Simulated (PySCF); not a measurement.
Mapped SMILES: `[CH3:1][P:2]1[CH2:3][CH2:4][SiH:5]([F:6])[CH2:7][CH2:8]1`; H(Xn) means a hydrogen on atom n. Ha(C3), Ha(C4), Ha(C7), Ha(C8) are cis to F6 on the ring; Hb(C3), Hb(C4), Hb(C7), Hb(C8) are trans to F6 on the ring.

GIAO PBE0/pcSseg-1 shifts (PySCF, gas phase, non-relativistic, equivalent atoms averaged), each against references optimised in the same way as the molecule (TMS, H3PO4, CFCl3).

On the GFN2-xTB geometry: C3/C8 31.2, C1 17.3, C4/C7 14.1, P2 -62.9, Si5 16.5, F6 -203.7, H(Si5) 5.18, Ha(C3)/Ha(C8) 1.95, Hb(C4)/Hb(C7) 1.49, Ha(C4)/Ha(C7) 1.24, Hb(C3)/Hb(C8) 1.02, H(C1) 0.96 ppm.

What changes on the PBE0-D3(BJ)/def2-SVP geometry?

Answers


```
        atoms  δ (ppm)  change
        C3/C8     28.2    -3.0
           C1     15.6    -1.7
        C4/C7     11.8    -2.3
           P2    -63.8    -0.9
          Si5     22.0    +5.5
           F6   -195.7    +8.0
       H(Si5)     5.01   -0.17
Ha(C3)/Ha(C8)     1.70   -0.25
Hb(C4)/Hb(C7)     1.21   -0.28
Ha(C4)/Ha(C7)     0.97   -0.27
Hb(C3)/Hb(C8)     0.96   -0.06
        H(C1)     0.88   -0.08
```

Unscaled 19F shifts against computed CFCl3 carry errors that often reach 10 to 50 ppm.

Bonds between heavy atoms that differ most (equivalent bonds averaged): C4–Si5 1.895 → 1.873 Å, Si5–F6 1.620 → 1.632 Å, C3–C4 1.527 → 1.535 Å, C1–P2 1.852 → 1.847 Å, P2–C3 1.863 → 1.866 Å. Mean change of bonds to hydrogen: C–H +0.011 Å, Si–H +0.033 Å.
